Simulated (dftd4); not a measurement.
C7H4N (SMILES N#Cc1[c]cccc1), doublet, at a GFN2-xTB geometry; D4 for hf run with dftd4.

The dftd4 input:
```
$ dftd4 mol.xyz --func hf --charge 0 --json dftd4.json --noedisp

# file mol.xyz
12

N      3.17161584    -0.32058336    -0.09112734
C      2.02950360    -0.23243974    -0.06085103
C      0.62199741    -0.10786394    -0.02205593
C     -0.22163100    -1.18722200    -0.10613369
C     -1.57930220    -1.11218581    -0.07290941
C     -2.15218890     0.15357020     0.05588740
C     -1.34127443     1.27418791     0.14443493
C      0.03379504     1.16233144     0.10744984
H     -2.20067645    -1.99167621    -0.14269485
H     -3.22755651     0.25063167     0.08570286
H     -1.79072936     2.25154594     0.24402307
H      0.67225428     2.03131384     0.17592770
```

Task: Predict the main parts of the log of this dftd4 run.

Result: 
```
                    ____  _____ _____     ____  _  _
      -------------|  _ \|  ___|_   _|---|  _ \| || |------------
     |             | | | | |_    | | ___ | | | | || |_           |
     |             | |_| |  _|   | ||___|| |_| |__   _|          |
     |             |____/|_|     |_|     |____/   |_|            |
     |             ===================================           |
     |            E. Caldeweyher, S. Ehlert & S. Grimme          |
     |          Mulliken Center for Theoretical Chemistry        |
     |                    University of Bonn                     |
      -----------------------------------------------------------

Rational (Becke-Johnson) damping: hf-D4-ATM
---------------------
  s6         1.0000
  s8         1.6168
  s9         1.0000
  a1         0.4496
  a2         3.3574
 alp        16.0000
--------------------

Dispersion energy:      -4.6623906040342E-02 Eh

[Info] JSON dump of results written to 'dftd4.json'
```
